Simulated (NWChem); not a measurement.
System: ZnHSBr; SMILES [Br][Zn][SH]

Here is an NWChem input.

```
start job
memory heap 200 mb stack 900 mb global 1100 mb
geometry units angstroms noautoz
  Zn     0.099534     0.585529     0.000307
  Br    -0.146578    -1.638493    -0.000681
  S      0.354271     2.742008     0.001317
  H     -0.981528     2.956835    -0.009297
end
basis spherical
  * library def2-svpd
end
dft
  xc pbe0
  iterations 150
end
tddft
  cis
  nroots 6
  notriplet
end
task tddft energy
```

NWChem printed, in part:

```
             Northwest Computational Chemistry Package (NWChem) 7.3.0
             --------------------------------------------------------

 CS  symmetry detected

                             Geometry "geometry" -> ""
                             -------------------------

 Output coordinates in angstroms (scale by  1.889725989 to convert to a.u.)

  No.       Tag          Charge          X              Y              Z
 ---- ---------------- ---------- -------------- -------------- --------------
    1 Zn                  30.0000     0.01564211     0.50401830     0.00000000
    2 Br                  35.0000     0.00463538    -1.73355288     0.00000000
    3 S                   16.0000     0.04232467     2.67532705     0.00000000
    4 H                    1.0000    -1.30869639     2.74856881     0.00000000

 Effective nuclear repulsion energy (a.u.)     448.8183133284

      Symmetry information
      --------------------

 Group name             Cs
 Group number              2
 Group order               2
 No. of unique centers     4

                                 NWChem DFT Module
                                 -----------------

 Summary of "ao basis" -> "ao basis" (spherical)
 ------------------------------------------------------------------------------
       Tag                 Description            Shells   Functions and Types
 ---------------- ------------------------------  ------  ---------------------
 Zn                        def2-svpd                12       34   5s4p2d1f
 Br                        def2-svpd                15       41   6s5p4d
 S                         def2-svpd                11       27   5s4p2d
 H                         def2-svpd                 4        8   2s2p

      Symmetry analysis of basis
      --------------------------

        a'         76
        a"         34

[...]

                                NWChem TDDFT Module
                                -------------------

            General Information
            -------------------
           No. of orbitals :     220
            Alpha orbitals :     110
             Beta orbitals :     110
        Alpha frozen cores :       0
         Beta frozen cores :       0
     Alpha frozen virtuals :       0
      Beta frozen virtuals :       0
         Spin multiplicity :       1
    Number of AO functions :     110
        Use of symmetry is : off
      Symmetry adaption is : on
         Schwarz screening :  0.10D-07

              XC Information
              --------------
                  PBE0 Method XC Functional
              Hartree-Fock (Exact) Exchange   0.25
   PerdewBurkeErnzerhof Exchange Functional   0.75
     Perdew 1991 LDA Correlation Functional   1.00 local
    PerdewBurkeErnz. Correlation Functional   1.00 non-local

             TDDFT Information
             -----------------
          Calculation type : Tamm-Dancoff TDDFT
         Wavefunction type : Restricted singlets
          No. of electrons :      82
           Alpha electrons :      41
            Beta electrons :      41
              No. of roots :       6
          Max subspacesize :    5200
            Max iterations :     100
               Target root :       1
           Target symmetry : none
      Symmetry restriction : off
                 Algorithm : Optimal
        Davidson threshold :  0.10D-03

    6 smallest eigenvalue differences (eV)
--------------------------------------------------------
  No. Spin  Occ  Vir  Irrep   E(Occ)    E(Vir)   E(Diff)
--------------------------------------------------------
    1    1   41   42 a"       -0.284    -0.058     6.172
    2    1   41   43 a"       -0.284    -0.028     6.973
    3    1   40   42 a'       -0.317    -0.058     7.052
    4    1   39   42 a"       -0.318    -0.058     7.097
    5    1   41   44 a'       -0.284    -0.013     7.384
    6    1   38   42 a'       -0.337    -0.058     7.614
--------------------------------------------------------

  Entering Davidson iterations
  Restricted singlet excited states

  Iter   NTrls   NConv    DeltaV     DeltaE      Time
  ----  ------  ------  ---------  ---------  ---------
    1      6       0     0.13E+00   0.10+100       36.7
    2     12       0     0.38E-01   0.42E-01       41.8
    3     18       0     0.45E-01   0.60E-02       34.5
    4     24       0     0.40E-01   0.13E-01       29.9
    5     30       2     0.67E-02   0.33E-02       31.4
    6     34       4     0.14E-02   0.91E-04       26.5
    7     36       5     0.26E-03   0.20E-05       27.7
    8     37       5     0.25E-03   0.26E-06       28.8
    9     38       5     0.12E-03   0.21E-06       31.3
   10     39       6     0.88E-04   0.33E-07       29.9
  ----  ------  ------  ---------  ---------  ---------
  Convergence criterion met

  Ground state a'      -4751.078007139646 a.u.

  ----------------------------------------------------------------------------
  Root   1 singlet a"             0.177415204 a.u.                4.8277 eV
  ----------------------------------------------------------------------------
     Transition Moments    X -0.00000   Y  0.00000   Z  0.38578
     Dipole Oscillator Strength                    0.0176024660
     Electric Quadrupole                           0.0000001659
     Magnetic Dipole                               0.0000003229
     Total Oscillator Strength                     0.0176029547

[...]
```

Level: PBE0/def2-SVPD, TDA. All runs use the structure optimised with PBE0/def2-SVP.
